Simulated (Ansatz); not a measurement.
Input and output for C3H6AlClO, SMILES `ClC1C[CH2][AlH][O]1`.

```yaml
crystal:
  periodic: [false, false, false]
  atoms:
    - {symbol: Cl, position_ang: [-1.934942, -0.594948, 1.682402]}
    - {symbol: C, position_ang: [-1.108912, -0.132840, 0.317468]}
    - {symbol: C, position_ang: [0.118161, -0.828780, 0.264337]}
    - {symbol: C, position_ang: [1.021178, -0.168561, -0.605251]}
    - {symbol: Al, position_ang: [0.475779, 1.512675, -0.289267]}
    - {symbol: O, position_ang: [-0.939498, 1.125585, 0.312949]}
    - {symbol: H, position_ang: [-1.723641, -0.403684, -0.432493]}
    - {symbol: H, position_ang: [-0.053566, -1.786841, 0.011145]}
    - {symbol: H, position_ang: [0.495858, -0.835648, 1.197240]}
    - {symbol: H, position_ang: [1.974743, -0.408646, -0.407060]}
    - {symbol: H, position_ang: [0.851908, -0.418610, -1.567849]}
    - {symbol: H, position_ang: [0.893867, 2.889515, -0.452434]}
basis:
  gaussian: {orbitals: def2-SVP, point_charges: [{charge: -1.00, position_ang: [5.575, 0.740, -0.862]}]}
total_charge: -1
magnetization: {spin_polarized: false, initial_magnetization: 1}
hamiltonian: {xc: {name: wB97}}
```

```sh
$ ansatz run in.yaml --threads 4 --pin off --events-out ev --progress --plain --max-ram 10444MiB
```

Shortened log:

```
Functional definition: wB97
  name "wB97"
  cite "Chai & Head-Gordon, J. Chem. Phys. 128, 084106 (2008) doi:10.1063/1.2834918"
  cite "Becke, J. Chem. Phys. 107, 8554 (1997) doi:10.1063/1.475007"
  parameter omega = 0.4/bohr
  parameter cx1 = 1.13116
  parameter cx2 = -2.74915
  parameter cx3 = 12.0900
  parameter cx4 = -5.71642
  parameter css1 = -2.55352
  parameter css2 = 11.8926
  parameter css3 = -26.9452
  parameter css4 = 17.0927
  parameter cos1 = 3.99051
  parameter cos2 = -17.0066
  parameter cos3 = 1.07292
  parameter cos4 = 8.88211
  # The coefficients of nought are those of the uniform gas.
  exchange = spin_sum(e_x_unif_sr(omega)*poly(b97_u_x, 1, cx1, cx2, cx3, cx4)) + exact_x_lr(omega)
  correlation = spin_sum(e_c_pw_same_spin*poly(b97_u_same, 1, css1, css2, css3, css4))
      + integral(e_c_pw_opposite_spin*poly(b97_u_opposite, 1, cos1, cos2, cos3, cos4))
1353 factors; their error is unknown
431 factors; integrals over basis functions are off by at most 1.9e-5 eV
mean field evaluation 1: about -24355.4713 eV, gradient 3.9e1 eV
mean field evaluation 2: about -24356.8700 eV, gradient 3.2e1 eV
mean field evaluation 4: about -24358.6840 eV, gradient 2.0e0 eV
mean field evaluation 8: about -24358.6947 eV, gradient 8.3e-2 eV
mean field evaluation 16: about -24358.6274 eV, gradient 2.4e-3 eV
mean field -24358.62737689 eV, -895.1630452302 hartree, gradient 4.0e-5 eV, S^2 0.750000; 2 other end points of the search recorded, 0 dependent functions left out
reference -24358.62737040 eV, -895.1630449914 hartree; 32, 31 occupied and 90, 91 virtual orbitals, 1353 factors
Total energy: -24358.62737040 eV, -895.1630449914 hartree
```

Run time 4.7 s (4 threads of an Intel Xeon 6975P-C on a shared host); peak host memory 0.65 GiB.
